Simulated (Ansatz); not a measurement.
Mulliken charges of C₂H₃AlF₂, SMILES `FC(F)=[CH][AlH2]` from ωB97M-V/def2-TZVPP in Ansatz (PBE0-D4/def2-TZVP geometry).

```tsv
atom	x (Å)	y (Å)	z (Å)	charge (e)
F1	1.338	-0.238	2.225	-0.153
C2	0.667	-0.430	1.111	0.380
F3	0.524	-1.724	0.935	-0.152
C4	0.211	0.514	0.302	-0.409
Al5	-0.769	0.177	-1.323	0.429
H6	0.442	1.519	0.641	0.111
H7	-1.240	1.431	-2.167	-0.108
H8	-1.080	-1.306	-1.779	-0.097
```

**Question.** By hand: the dipole of these point charges (1 e Å = 4.8032 D).

**Answer.** Σ q r = (-0.159, 0.142, -0.274) e Å, of length 0.347 e Å = 1.67 D.

**Question.** How does the dipole of the full density compare? (An estimate is asked.)

**Answer.** Ansatz gave: (-0.007, 0.149, -0.019) e Å, 0.72 D; the point charges give 2.32 times that, at 58° from its direction.

Point charges leave out the atoms' own dipoles, such as those of lone pairs, and Mulliken's split depends on the basis, so the two needn't agree.
